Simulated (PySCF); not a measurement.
# Rubidium: highly charged ions in a basis for the neutral atom

Rb⁶⁺ [Ar] 3d10 4s2 4p1, Rb⁷⁺ [Ar] 3d10 4s2. Calculation: PySCF 2.14, in def2-TZVP with the def2 core potential (28 electrons); scalar relativity through the core potential. No spin-orbit coupling, so a gap to NIST mixes the basis error with missing relativistic terms.

Changed run: basis of the neutral atom used for a highly charged ion. This setting is unsound on purpose.

```tsv
species	method	sound run (hartree)	changed run (hartree)	converged
Rb⁶⁺	UHF	not run	-13.83942	yes
Rb⁶⁺	LDA	not run	-13.88254	yes
Rb⁶⁺	r2SCAN	not run	-13.94030	yes
Rb⁷⁺	UHF	not run	-10.27925	yes
Rb⁷⁺	LDA	not run	-10.31394	yes
Rb⁷⁺	r2SCAN	not run	-10.34975	yes
```

Ionisation energy of Rb⁶⁺:

| method | changed run (eV) | NIST (eV) |
| --- | --- | --- |
| UHF | 96.877 | 98.67 ± 0.04 |
| LDA | 97.107 | 98.67 ± 0.04 |
| r2SCAN | 97.704 | 98.67 ± 0.04 |

The contracted functions were made for the neutral atom and can be too rigid for a highly charged ion.
